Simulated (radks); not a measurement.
All-electron atom: Ag I in [Kr] 4d10 5p1 (not the ground configuration). All-electron calculation, Dirac Kohn-Sham, PBE, spin-unpolarised, spherical densities, point nucleus; open shells fill j = l - 1/2 first. Program: a radial shooting solver on a logarithmic mesh with Libxc functionals.

Unscreened Slater integrals over Kohn-Sham orbitals (hartree). Large and small components are both included. Empty in this configuration: 5p3/2.

integral,value
"F0(5p1/2,5p1/2)",0.19585
"F0(5p1/2,4d5/2)",0.25899
"G3(5p1/2,4d5/2)",0.019086
"F0(5p1/2,4d3/2)",0.25930
"G1(5p1/2,4d3/2)",0.024480
"F0(5p1/2,4p3/2)",0.26366
"G2(5p1/2,4p3/2)",0.0069776
"F0(5p1/2,5p3/2)",0.19118
"G2(5p1/2,5p3/2)",0.095023
"F0(4d5/2,4d5/2)",0.64962
"F2(4d5/2,4d5/2)",0.31561
"F4(4d5/2,4d5/2)",0.20392
"F0(4d5/2,4d3/2)",0.65498
"F2(4d5/2,4d3/2)",0.31846
"G2(4d5/2,4d3/2)",0.31829
"G4(4d5/2,4d3/2)",0.20576
"F0(4d5/2,4p3/2)",0.74570
"F2(4d5/2,4p3/2)",0.35940
"G1(4d5/2,4p3/2)",0.44992
"G3(4d5/2,4p3/2)",0.27335
"F0(4d5/2,5p3/2)",0.24767
"F2(4d5/2,5p3/2)",0.050723
"G1(4d5/2,5p3/2)",0.021783
"G3(4d5/2,5p3/2)",0.016296
"F0(4d3/2,4d3/2)",0.66046
"F2(4d3/2,4d3/2)",0.32144
"F0(4d3/2,4p3/2)",0.75343
"F2(4d3/2,4p3/2)",0.36509
"G1(4d3/2,4p3/2)",0.45852
"G3(4d3/2,4p3/2)",0.27876
"F0(4d3/2,5p3/2)",0.24795
"F2(4d3/2,5p3/2)",0.049709
"G1(4d3/2,5p3/2)",0.020493
"G3(4d3/2,5p3/2)",0.015518
"F0(4p3/2,4p3/2)",0.89025
"F2(4p3/2,4p3/2)",0.46550
"F0(4p3/2,5p3/2)",0.25176
"F2(4p3/2,5p3/2)",0.032803
"G0(4p3/2,5p3/2)",0.0051669
"G2(4p3/2,5p3/2)",0.0063664
"F0(5p3/2,5p3/2)",0.18686
"F2(5p3/2,5p3/2)",0.093145
